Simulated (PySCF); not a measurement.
## A search over the determinants of SbO

Unrestricted PBE0; Sb x2c-SVPall, O x2c-SVPall; spin-free X2C with a Gaussian nucleus (PySCF 2.14). Outer shells of the fragments: Sb 4d10 5s2 5p3; O 2s2 2p4.

Followed along the bond (rough minima from three points):

```tsv
2Ms+1	unpaired	⟨S²⟩ at the start	R at minimum (Å)	Te (eV)
2	π ↑	0.95	1.84	0.00
4	π ↑↑↑	3.76	none in the scan	≤ 1.47
6	σ ↑↑, π ↑↑↑	8.76	none in the scan	≤ 5.87
```

Solutions found at the starting distance of 1.965 Å, counted from the lowest of them; the search is not exhaustive and high or unbound solutions are not listed, so other states can lie among these:

```csv
2Ms+1,unpaired,term,E (eV),⟨S²⟩,⟨Lz²⟩,μ (D)
2,π ↑,²Π,0.00,0.95,1.02,-3.56
4,π ↑↑↑,⁴Π,1.26,3.76,1.00,-1.76
2,π ↑↑↓,mixed,1.65,1.76,3.02,-1.80
4,"σ ↑, π ↑↑",⁴Σ⁻,2.22,3.76,0.00,-2.83
2,"σ ↓, π ↑↑",mixed,2.63,1.76,0.00,-2.86
2,σ ↑,mixed,3.23,1.20,0.00,-2.60
```

A term symbol is given only where ⟨S²⟩ and ⟨Lz²⟩ are close to those of a pure state; real π, δ and φ orbitals otherwise mix terms. A positive dipole means Sb(−)O(+).

Spin–orbit coupling is left out. Counting both spins, an empty level lies below a filled one in some of these solutions, because spin and occupation are held.
